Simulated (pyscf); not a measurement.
Single points on ωB97X-D3(BJ)/def2-SVP structures (PySCF, gas phase).

**Question.** H₃Ge–SnH₂–SnH₃ (SMILES [GeH3][SnH2][SnH3]) -> H₃Sn–SnH₃ (SMILES [SnH3][SnH3]) + GeH₂ (SMILES [GeH2]) [singlet]
Surface: singlet. Broken: Ge–Sn, Ge–H. Formed: H–Sn. Give ΔE‡ and ΔE from ωB97M-D3(BJ)/def2-TZVP, relative to the reactant's lowest minimum found.

**Answer.** ΔE‡ = 38.3 kcal/mol, ΔE = +48.2 kcal/mol. Zero-point energy shifts the barrier by -1.8 kcal/mol. It is a 1,1-elimination, with an imaginary mode of 218i cm⁻¹. On the product side the descent ends in an adduct with a Ge–Sn, Ge–H contact, 18.1 kcal/mol under the separated species and 0.5 kcal/mol under the saddle at ωB97X-D3(BJ)/def2-TZVP. At ωB97M-D3(BJ) the saddle lies under the separated products, which points to a path from their complex (located at ωB97X-D3(BJ) alone), and parting the products costs more than the saddle. What is counted as broken (Ge–Sn, Ge–H) persists as a longer contact in the product adduct; parting that adduct is a step of its own. At ωB97X-D3(BJ)/def2-TZVP the barrier from the zero used here is 41.1 kcal/mol. One saddle was located; it need not be the lowest between these sides. Elements up to Kr have no core potential and no relativistic terms here. Elements past Kr carry the def2 core potentials, without spin-orbit coupling.
